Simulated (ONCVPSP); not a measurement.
# Si: one change to an ONCV potential, before and after

- Element: Si
- Generator: ONCVPSP 4.0.1
- Type: optimised norm-conserving Vanderbilt (ONCV)
- Functional: PBEsol
- Relativity: fully relativistic
- Frozen core: [Ne]
- Valence charge: 4
- Reference configuration: 3s2 3p1.5 (charge +0.5)
- Partial waves: 3s: rc 1.60 bohr, ncon 4, nbas 8, qcut 4.7 1/bohr, 2 projectors, debl 1.4 Ha; 3p: rc 2.35 bohr, ncon 4, nbas 8, qcut 3.6 1/bohr, 1 projector
- Local potential: polynomial inside 1.15 bohr (lpopt 5, dvloc0 0 Ha)
- Core correction: Teter function fitted to the true core (icmod 2), fcfact 0.75

Open shells are filled in proportion to 2j + 1.

Change: s: qcut 6.8; p: qcut 5.2.

Cutoffs: the cutoffs (Ha) at which the residual kinetic energy of the hardest occupied pseudo-wave falls to 1 and 0.1 mHa per electron; they do not see the model core or the augmentation charge, which bear on the density cutoff. Errors are all-electron minus pseudo energies relative to the spin-unpolarised reference configuration.

Task: Predict the effect on cutoff, ghosts and configuration errors.

Result: The potential gets neither clearly harder nor softer (8.2 Ha and 10 Ha → 7.9 Ha and 15 Ha); a bound ghost appears in s, which as a rule spoils a file; of the 4 tests that both files solve, the error grows in 1 and shrinks in 1 by more than 15 % and 0.3 meV (median size 2.1 → 2.4 meV); the range in which the s phases agree widens (upper end 3.0 → at the end of the scan).

```tsv
quantity	base	changed
cutoff, loose	8.2 Ha	7.9 Ha
cutoff, tight	10 Ha	15 Ha
loose cutoff by channel	s 8.2 Ha, p 3.2 Ha	s 7.9 Ha, p 3.4 Ha
bound ghosts	none	s
GHOST(+) flags under 300 eV	s at 87.6 eV	none
error for 3s2 3p2, meV [ΔE -2.91 eV]	+0.4	+0.4
error for 3s2 3p1, meV [ΔE 4.80 eV]	+0.5	+0.7
error for 3s2 3p0, meV [ΔE 20.77 eV]	+3.7	+8.5
error for 3s1 3p2, meV [ΔE 12.21 eV]	+7.6	+4.0
s: phases at 1.63 bohr within 0.05 rad from the reference energy up to (Ha; the scan ends near 5)	3.0	to the end of the scan
p3/2: phases at 2.38 bohr within 0.05 rad from the reference energy up to (Ha; the scan ends near 5)	1.0	1.1
p1/2: phases at 2.38 bohr within 0.05 rad from the reference energy up to (Ha; the scan ends near 5)	1.0	1.1
rms error of d²Exc/dni dnj with the model core, mHa	5.95	5.99
```

 A true bound ghost makes a file unfit for plane-wave use even where its test errors are small: the radial tests pick states by their node count and pass the ghost by.
